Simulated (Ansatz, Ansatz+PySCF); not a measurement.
```csv
atom,x (Å),y (Å),z (Å)
C,-0.0488,-0.0037,-1.8055
I,0.0254,0.0780,0.2941
H,-0.0549,-1.0183,-2.1947
H,-0.8565,0.4955,-2.1879
H,0.9011,0.4935,-2.1223
```

Basis set: def2-SVP (spherical functions, with the set's core potentials past Kr). Frozen core: 5 orbitals. Charge 0, multiplicity 1.

Computed with Ansatz (development build ahead of 0.2.0); each method stands on the lowest determinant of its kind that the runs found. Restricted open shells among the atoms or ions are ROHF, correlated in semicanonical orbitals with singles.

(1) Give the atomization energy at this shape (free ground-state atoms in the same class of orbitals less the molecule, no zero-point energy) of singlet CH3I by RHF-MP2, RHF.

Answers

(1)

```json
{"method": "RHF-MP2", "atomization energy": "15.13 eV"}
{"method": "RHF", "atomization energy": "12.02 eV"}
```

Caution: the shape is not the minimum.
